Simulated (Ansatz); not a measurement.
System: GeI, charge 0, doublet. GeI (SMILES [I][Ge], doublet).
B3LYP-D3(BJ)/def2-TZVP minimum from Ansatz (an electronic-structure program):
```xyz
2

Ge     0.0000     0.0000    -1.5933
I      0.0000     0.0000     0.9620
```
Charge 0, spin multiplicity 2.

Total energies in def2-QZVPP, 11 correlated electrons, 23 frozen orbitals. Open shells are spin-unrestricted; no spin-orbit coupling. Cores are frozen in correlated methods (noble-gas shells, and filled d and f shells in the p block). Past Kr the def2 sets carry scalar-relativistic core potentials. Spin-orbit terms, left out, reach several kcal/mol for Br and I, and more for heavier atoms.

```
method    program  energy (Eh)  minus CCSDT(Q) (mEh)
--------  -------  -----------  --------------------
HF         Ansatz  -2372.09099                267.59
MP2        Ansatz  -2372.31931                 39.27
CCSD       Ansatz  -2372.34357                 15.01
CCSD(T)    Ansatz  -2372.35671                  1.87
CCSDT(Q)   Ansatz  -2372.35858                  0.00
```

Rough core times of Ansatz's runs on a shared machine: CCSD(T) 70 s, CCSDT(Q) 2 h.
